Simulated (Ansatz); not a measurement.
Start from `N[SiH]1BN1` and change one atom or group to get `O[SiH]1BN1`.

Ansatz, PBE0-D4/def2-TZVP geometries, multiplicity 1. Each molecule was computed in one conformer, which needn't be the lowest.

| property | `N[SiH]1BN1` |
| --- | --- |
| HOMO–LUMO gap (PBE0/def2-TZVPP) / eV | 6.38 |
| ideal-gas entropy at 298 K and 1 bar (rigid rotor, harmonic PBE0-D4/def2-TZVP) / J/(mol·K) | 302 |
| LUMO energy (ωB97M-V/def2-TZVPP) / eV | 1.64 |
| HOMO energy (B3LYP/def2-TZVPP) / eV | -6.40 |
| LUMO energy (PBE/def2-TZVPP) / eV | -1.17 |
| size of the dipole moment (PBE/def2-TZVPP) / D | 2.08 |

What does the change do to each property? (Best estimate.)

The calculation gave: 
| property | `O[SiH]1BN1` | shift |
| --- | --- | --- |
| HOMO–LUMO gap (PBE0/def2-TZVPP) / eV | 6.60 | 0.22 |
| ideal-gas entropy at 298 K and 1 bar (rigid rotor, harmonic PBE0-D4/def2-TZVP) / J/(mol·K) | 296 | -6 |
| LUMO energy (ωB97M-V/def2-TZVPP) / eV | 1.57 | -0.07 |
| HOMO energy (B3LYP/def2-TZVPP) / eV | -6.75 | -0.35 |
| LUMO energy (PBE/def2-TZVPP) / eV | -1.32 | -0.15 |
| size of the dipole moment (PBE/def2-TZVPP) / D | 2.13 | 0.05 |

With PBE0 the HOMO falls by 0.35 eV and the LUMO falls by 0.14 eV, so the gap widens by about 0.21 eV. PBE moves the HOMO by -0.37 eV and ωB97M-V by -0.34 eV. The zero-point energy changes by -31.3 kJ/mol with -3 modes. Dipoles are sizes alone; their direction can turn.

B3LYP here is the variant with VWN-RPA as its local correlation; programs differ in this.
